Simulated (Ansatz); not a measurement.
`[F][AlH][PH2]` + H₂Se → `[F][AlH][SeH]` + PH₃ at 700 K and 1 bar (cleavage of the Al–P bond).

Calculated with Ansatz (gas phase, PBE0-D4/def2-TZVP geometries, no zero-point term in ΔE). CCSD(T)/CBS is the MP2 limit (def2-TZVPP, def2-QZVPP) plus CCSD(T) − MP2 in def2-TZVPP, frozen cores. This one scheme is used for every species. For Se outer-core shells are correlated without core-valence functions, which leaves a few kJ/mol of doubt a bond. Scalar relativity is left out up to krypton. Each species was taken in one conformer, which may not be the lowest.

```csv
species,CCSD(T)/CBS energy (Eh),H − E (kJ/mol),S (J/(mol·K))
`[F][AlH][PH2]`,-684.62569,123.6,384.2
H₂Se,-2401.89790,61.1,251.1
`[F][AlH][SeH]`,-2743.83001,94.9,375.3
PH₃,-342.72256,91.5,248.3
```

H − E and S are ideal-gas, rigid-rotor, harmonic terms from PBE0-D4/def2-TZVP, for one conformer and one mirror image of each species. 1 Eh = 2625.50 kJ/mol, R = 8.31446 J/(mol·K).

**Question.** By hand: ΔE, ΔH, ΔS and ΔG.

**Answer.** ΔE = (-2743.83001) + (-342.72256) − (-684.62569) − (-2401.89790) = -0.02898 Eh = -76.1 kJ/mol. Δ(H − E) = 94.9 + 91.5 − 123.6 − 61.1 = 1.7, so ΔH = -74.4 kJ/mol. ΔS = 375.3 + 248.3 − 384.2 − 251.1 = -11.7 J/(mol·K). ΔG = -74.4 − 700 × (-11.7)/1000 = -66.2 kJ/mol.

**Question.** By hand: the equilibrium constant, and the temperature at which ΔG would vanish if ΔH and ΔS stayed fixed.

**Answer.** log₁₀ K = −ΔG/(RT ln 10) = 4.9. ΔG = 0 at ΔH/ΔS = 6359 K, far beyond where these terms or the molecules hold.

The number of gas molecules stays the same, so ΔS is small and ΔH decides. A doubt of 5 kJ/mol in ΔE shifts log₁₀ K by 0.4 here. Other conformers and mirror images would add mixing entropy, several J/(mol·K) or more a flexible species. These are equilibria of isolated gas molecules and say nothing of rates. Largest T1 diagnostic: 0.014 (customary marks: 0.02 for closed shells, 0.045 for open ones).
